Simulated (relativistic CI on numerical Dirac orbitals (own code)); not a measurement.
Level scheme of Re7+

Method of calculation: Dirac-Coulomb-Breit CI, KLI orbitals optimised for each configuration, model QED, unscaled Slater integrals (own radial code, finite nucleus).

Configurations in the expansion (outside the closed core [Kr] 4d10): 4f¹⁴5s²5p⁶, 4f¹⁴5s²5p⁵5d, 4f¹³5s²5p⁶5d, 4f¹⁴5s5p⁶5d, 4f¹⁴5s²5p⁵5f, 4f¹⁴5s²5p⁵6s, 4f¹³5s²5p⁶6s, 4f¹⁴5s²5p⁵5g, 4f¹⁴5s²5p⁵6p, 4f¹⁴5s5p⁶5f, 4f¹³5s²5p⁶6p, 4f¹⁴5p⁶5d², 4f¹⁴5p⁵5d³, 4f¹³5p⁶5d³, 4f¹⁴5p⁵5d²5f, 4f¹⁴5p⁵5d²6s, 4f¹³5p⁶5d²6s. Double excitations out of closed p, d and f shells are left out; levels of such configurations are missing from the list, as are those of other unlisted configurations, and high levels can miss mixing partners. These lack a partner that the ground configuration has and come out too high: 4f¹⁴5s²5p⁵5g, 4f¹⁴5s²5p⁵6p, 4f¹³5s²5p⁶6p.

```
No.  Configuration  Term  J  E (cm⁻¹)    %   Next component (%)  Landé g         jj configuration (%)
  1     4f¹⁴5s²5p⁶    ¹S  0         0  100                                               closed (100)
  2   4f¹⁴5s²5p⁵5d   ³P°  0    336831   99   1 4f¹³5s²5p⁶5d ³P°                    5p3/2^3 5d3/2 (99)
  3   4f¹⁴5s²5p⁵5d   ³P°  1    344245   85               13 ³D°    1.367           5p3/2^3 5d3/2 (80)
  4   4f¹⁴5s²5p⁵5d   ³F°  3    356664   64               24 ¹F°    1.089           5p3/2^3 5d3/2 (96)
  5   4f¹⁴5s²5p⁵5d   ³P°  2    357327   48               41 ³D°    1.303           5p3/2^3 5d3/2 (59)
  6   4f¹⁴5s²5p⁵5d   ³F°  4    358795   98   2 4f¹³5s²5p⁶5d ³F°    1.250           5p3/2^3 5d5/2 (98)
  7   4f¹⁴5s²5p⁵5d   ¹D°  2    367337   52               25 ³F°    1.005           5p3/2^3 5d5/2 (58)
  8   4f¹⁴5s²5p⁵5d   ³D°  3    380981   62               36 ¹F°    1.212           5p3/2^3 5d5/2 (96)
  9   4f¹³5s²5p⁶5d   ³P°  2    386567   80               13 ³D°    1.431           4f7/2^7 5d3/2 (85)
 10   4f¹³5s²5p⁶5d   ³H°  5    392291   55               40 ¹H°    1.025           4f7/2^7 5d3/2 (98)
 11   4f¹³5s²5p⁶5d   ³D°  3    398111   50               37 ³F°    1.195           4f7/2^7 5d3/2 (94)
 12   4f¹³5s²5p⁶5d   ¹P°  1    398307   30               27 ³P°    1.010           4f7/2^7 5d5/2 (54)
 13   4f¹³5s²5p⁶5d   ³G°  4    400375   39               27 ³F°    1.057           4f7/2^7 5d3/2 (94)
 14   4f¹³5s²5p⁶5d   ³H°  6    402508  100                         1.166          4f7/2^7 5d5/2 (100)
 15   4f¹³5s²5p⁶5d   ³P°  1    404767   52               20 ³D°    1.132   4f5/2^5 4f7/2^8 5d3/2 (60)
 16   4f¹³5s²5p⁶5d   ¹D°  2    405937   49               28 ³D°    1.058           4f7/2^7 5d5/2 (88)
 17   4f¹³5s²5p⁶5d   ³H°  4    409805   60               38 ³F°    0.976   4f5/2^5 4f7/2^8 5d3/2 (57)
 18   4f¹³5s²5p⁶5d   ³D°  3    411351   41               32 ¹F°    1.127           4f7/2^7 5d5/2 (92)
 19   4f¹³5s²5p⁶5d   ³G°  5    412947   79               19 ¹H°    1.157           4f7/2^7 5d5/2 (96)
 20   4f¹³5s²5p⁶5d   ¹G°  4    413410   47               24 ³F°    1.021           4f7/2^7 5d5/2 (58)
 21   4f¹³5s²5p⁶5d   ³F°  2    414515   46               40 ¹D°    0.869   4f5/2^5 4f7/2^8 5d3/2 (95)
 22   4f¹³5s²5p⁶5d   ³P°  0    414592   99   1 4f¹⁴5s²5p⁵5d ³P°            4f5/2^5 4f7/2^8 5d5/2 (99)
 23   4f¹³5s²5p⁶5d   ³G°  3    421789   60               38 ¹F°    0.853   4f5/2^5 4f7/2^8 5d3/2 (98)
 24   4f¹³5s²5p⁶5d   ³D°  1    422755   74               19 ³P°    0.722   4f5/2^5 4f7/2^8 5d5/2 (88)
 25   4f¹³5s²5p⁶5d   ³H°  5    424563   43               40 ¹H°    1.047   4f5/2^5 4f7/2^8 5d5/2 (97)
 26   4f¹³5s²5p⁶5d   ³D°  2    426193   47               37 ³F°    0.967   4f5/2^5 4f7/2^8 5d5/2 (95)
 27   4f¹³5s²5p⁶5d   ³F°  3    431111   42               28 ³G°    0.985   4f5/2^5 4f7/2^8 5d5/2 (97)
 28   4f¹³5s²5p⁶5d   ¹P°  1    432673   46  42 4f¹⁴5s²5p⁵5d ³D°    0.799   4f5/2^5 4f7/2^8 5d3/2 (32)
 29   4f¹³5s²5p⁶5d   ³G°  4    432738   54               35 ¹G°    1.039   4f5/2^5 4f7/2^8 5d5/2 (97)
 30   4f¹⁴5s²5p⁵5d   ³F°  2    453734   64               26 ¹D°    0.786     5p1/2 5p3/2^4 5d3/2 (94)
 31   4f¹⁴5s²5p⁵5d   ³D°  2    466658   44               34 ³P°    1.240     5p1/2 5p3/2^4 5d5/2 (96)
 32   4f¹⁴5s²5p⁵5d   ¹F°  3    471923   38               35 ³F°    1.115     5p1/2 5p3/2^4 5d5/2 (98)
 33   4f¹⁴5s²5p⁵6s   ³P°  2    505348   99                         1.500              5p3/2^3 6s (99)
 34   4f¹⁴5s²5p⁵6s   ¹P°  1    509886   62               36 ³P°    1.178              5p3/2^3 6s (98)
 35   4f¹⁴5s²5p⁵5d   ¹P°  1    535752   76  10 4f¹³5s²5p⁶5d ¹P°    0.963     5p1/2 5p3/2^4 5d3/2 (61)
 36   4f¹³5s²5p⁶6s   ³F°  4    552061  100                         1.249             4f7/2^7 6s (100)
 37   4f¹³5s²5p⁶6s   ¹F°  3    552952   53               47 ³F°    1.037             4f7/2^7 6s (100)
 38   4f¹³5s²5p⁶6s   ³F°  2    571503  100                         0.663     4f5/2^5 4f7/2^8 6s (100)
 39   4f¹³5s²5p⁶6s   ³F°  3    572215   53               47 ¹F°    1.042     4f5/2^5 4f7/2^8 6s (100)
 40   4f¹⁴5s²5p⁵6p    ³S  1    587240   50                41 ³P    1.676           5p3/2^3 6p1/2 (94)
 41   4f¹⁴5s²5p⁵6p    ³D  2    590082   52                35 ¹D    1.152           5p3/2^3 6p1/2 (99)
 42   4f¹⁴5s²5p⁵6s   ³P°  0    605357  100                                     5p1/2 5p3/2^4 6s (100)
 43   4f¹⁴5s²5p⁵6s   ³P°  1    607734   63               36 ¹P°    1.318       5p1/2 5p3/2^4 6s (100)
 44   4f¹⁴5s²5p⁵6p    ³D  3    611742   98    1 4f¹³5s²5p⁶6p ³D    1.333           5p3/2^3 6p3/2 (98)
 45   4f¹⁴5s²5p⁵6p    ¹P  1    613352   58                24 ³S    1.189           5p3/2^3 6p3/2 (94)
 46   4f¹⁴5s²5p⁵6p    ³P  2    618830   69                31 ¹D    1.343          5p3/2^3 6p3/2 (100)
 47   4f¹⁴5s²5p⁵6p    ¹S  0    631348   54                46 ³P                    5p3/2^3 6p3/2 (98)
 48   4f¹³5s²5p⁶6p    ³D  3    636687   64                23 ³F    1.231           4f7/2^7 6p1/2 (97)
 49   4f¹³5s²5p⁶6p    ³G  4    636995   45                35 ¹G    1.070           4f7/2^7 6p1/2 (99)
 50   4f¹³5s²5p⁶6p    ³G  3    655838   81                 9 ¹F    0.811   4f5/2^5 4f7/2^8 6p1/2 (98)
 51   4f¹³5s²5p⁶6p    ³D  2    656870   39                37 ³F    0.940   4f5/2^5 4f7/2^8 6p1/2 (96)
 52   4f¹³5s²5p⁶6p    ³G  5    660297  100                         1.199          4f7/2^7 6p3/2 (100)
 53   4f¹³5s²5p⁶6p    ¹D  2    660834   67                32 ³D    1.050           4f7/2^7 6p3/2 (97)
 54   4f¹³5s²5p⁶6p    ¹F  3    662927   54                29 ³D    1.110           4f7/2^7 6p3/2 (97)
 55   4f¹³5s²5p⁶6p    ³F  4    664099   76                22 ¹G    1.189          4f7/2^7 6p3/2 (100)
 56   4f¹³5s²5p⁶6p    ³D  1    677104   88    7 4f¹⁴5s²5p⁵6p ³D    0.512   4f5/2^5 4f7/2^8 6p3/2 (88)
 57   4f¹³5s²5p⁶6p    ³G  4    680502   52                43 ¹G    1.037  4f5/2^5 4f7/2^8 6p3/2 (100)
 58   4f¹³5s²5p⁶6p    ³F  2    681942   63                28 ³D    0.837   4f5/2^5 4f7/2^8 6p3/2 (98)
 59   4f¹³5s²5p⁶6p    ³F  3    683324   53                27 ¹F    1.007   4f5/2^5 4f7/2^8 6p3/2 (99)
 60   4f¹⁴5s²5p⁵5f    ³D  1    684686   40   28 4f¹⁴5s²5p⁵6p ³D    0.566           5p3/2^3 5f5/2 (40)
 61   4f¹⁴5s²5p⁵5f    ³D  2    695135   69    16 4f¹⁴5s5p⁶5d ³D    1.124           5p3/2^3 5f5/2 (42)
 62   4f¹⁴5s²5p⁵5f    ³D  1    695948   39   36 4f¹⁴5s²5p⁵6p ³D    0.593     5p1/2 5p3/2^4 6p1/2 (51)
 63   4f¹⁴5s²5p⁵6p    ³P  0    703747   54                46 ¹S              5p1/2 5p3/2^4 6p1/2 (98)
 64   4f¹⁴5s²5p⁵5f    ³D  3    704433   51                21 ³F    1.231           5p3/2^3 5f7/2 (77)
 65   4f¹⁴5s²5p⁵5f    ³G  5    708515  100                         1.200          5p3/2^3 5f7/2 (100)
 66   4f¹⁴5s²5p⁵5f    ³G  4    710358   56                41 ¹G    1.035          5p3/2^3 5f5/2 (100)
 67   4f¹⁴5s²5p⁵6p    ³D  2    714283   37                24 ¹D    1.100     5p1/2 5p3/2^4 6p3/2 (75)
 68   4f¹⁴5s²5p⁵6p    ³P  1    714713   54                23 ³S    1.458     5p1/2 5p3/2^4 6p3/2 (99)
 69   4f¹⁴5s²5p⁵5f    ¹F  3    715867   41                30 ³F    0.951           5p3/2^3 5f5/2 (91)
 70   4f¹⁴5s²5p⁵5f    ³F  4    717357   69                26 ¹G    1.175          5p3/2^3 5f7/2 (100)
```

Energies count from the lowest computed level; ° marks odd parity. Filled j subshells are mostly left out of the jj labels.

The mean weight of the leading LS term, summed over parents, in these 70 levels is 63 %, and that of the leading jj configuration (from the same eigenvectors) 89 %, so jj coupling describes them better and the LS labels are nominal.

At this charge configurations can still be misplaced by up to about 7 % of their energy. Levels and lines within the n = 5 or 6 shells can be off by up to 10 % or somewhat more, and those that change n by about 2 %, since core polarisation is missing. Levels that differ in their count of f electrons can be misplaced by several ten thousand cm⁻¹, since the correlation energy of f electrons is missing or only estimated; rates across such gaps can be off by orders of magnitude.

LS names give the leading component of a level, which can be under half, so a name can repeat, a term be missing and a line seem to break the LS rules.
